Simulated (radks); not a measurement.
Isoelectronic series with 3 electrons, all held in the configuration [He] 2s1, which need not be the ground one along the series. Method: scalar-relativistic Kohn-Sham, r2SCAN, spin-polarised, spherical densities, finite nucleus; open shells are filled with parallel spins first (spin-orbit coupling, left out, can overturn this in heavy ions); meta-GGA in the generalised Kohn-Sham scheme; Fermi nuclear charge, rms radius of each element as measured or else 0.836 A^(1/3) + 0.57 fm; computed with a radial shooting solver on a logarithmic mesh with Libxc functionals. Total energies (hartree) and mean radii <r> (bohr):

| ion | E (hartree) | 2s up | 1s down | 1s up |
|---|---|---|---|---|
| Li | -7.48070 | 3.805 | 0.5791 | 0.5765 |
| C3+ | -34.79023 | 1.275 | 0.2685 | 0.2680 |
| F6+ | -82.41103 | 0.7755 | 0.1746 | 0.1744 |
| Mg9+ | -150.41062 | 0.5575 | 0.1292 | 0.1291 |
| P12+ | -238.89171 | 0.4350 | 0.1025 | 0.1024 |
| Ar15+ | -347.98885 | 0.3564 | 0.08484 | 0.08481 |
| Sc18+ | -477.86937 | 0.3016 | 0.07233 | 0.07230 |
| Cr21+ | -628.73442 | 0.2612 | 0.06297 | 0.06296 |
| Co24+ | -800.82050 | 0.2301 | 0.05571 | 0.05570 |
| Zn27+ | -994.40147 | 0.2054 | 0.04991 | 0.04990 |
| As30+ | -1209.79040 | 0.1854 | 0.04515 | 0.04515 |
| Kr33+ | -1447.34334 | 0.1687 | 0.04119 | 0.04118 |
| Mo39+ | -1990.58967 | 0.1427 | 0.03494 | 0.03493 |
